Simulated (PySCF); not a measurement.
PySCF 2.14 output of a UHF calculation on a single atom or ion in x2c-TZVPPall (11s7p7d4f2g, 113 functions), with scalar relativity by spin-free X2C-1e:

```
SCF conv_tol = 1e-09
number electrons alpha = 34  beta = 27
cycle= 1 E= -10016.0823912168  delta_E= -0.0091  |g|= 0.0293  |ddm|= 0.0952
cycle= 2 E= -10016.0830720751  delta_E= -0.000681  |g|= 0.00827  |ddm|= 0.0444
cycle= 3 E= -10016.0833683502  delta_E= -0.000296  |g|= 0.00525  |ddm|= 0.0324
cycle= 4 E= -10016.083508086  delta_E= -0.00014  |g|= 0.0038  |ddm|= 0.0228
cycle= 5 E= -10016.0836167631  delta_E= -0.000109  |g|= 0.00155  |ddm|= 0.0319
cycle= 6 E= -10016.0836353325  delta_E= -1.86e-05  |g|= 0.000363  |ddm|= 0.0164
cycle= 7 E= -10016.0836360137  delta_E= -6.81e-07  |g|= 6.3e-05  |ddm|= 0.00354
cycle= 8 E= -10016.0836360176  delta_E= -3.89e-09  |g|= 1.68e-05  |ddm|= 0.000177
cycle= 9 E= -10016.0836360181  delta_E= -5.24e-10  |g|= 3.93e-06  |ddm|= 6.85e-05
converged SCF energy = -10016.0836360181  <S^2> = 15.754908  2S+1 = 8.0012269
```

The run itself started from symmetry-adapted Hartree-Fock orbitals and held the occupation by maximum overlap, so the iterations belong to that start.

Question: Which element, charge and spin multiplicity is this?

Answer: Pm (promethium, neutral), multiplicity 8; the state was [Xe] 4f5 6s1 6p1, one real determinant (an excited configuration).

⟨L²⟩ = 26.22 against 42 for a pure I term, so this real determinant mixes terms. Spin-orbit coupling, absent here, splits the open shell strongly.
